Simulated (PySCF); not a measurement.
Electron correlation in Si (silicon, neutral)

[Ne] 3s1 3p3, high-spin 5S determinant (an excited configuration). Calculation: PySCF 2.14, in aug-cc-pV(Q+d)Z; the non-relativistic Hamiltonian (point nucleus). Frozen: [Ne]; 4 electrons correlated.

MP2 pair energies summed by pair of shells (mhartree):

```csv
pair,energy,share (%)
3p-3p,-18.26,81.2
3s-3p,-4.23,18.8
```

Total MP2 correlation energy: -22.49 mhartree.

Same-spin part -22.49 and opposite-spin part 0.00 mhartree; SCS-MP2 scales them by 1/3 and 6/5 to -7.50 mhartree.
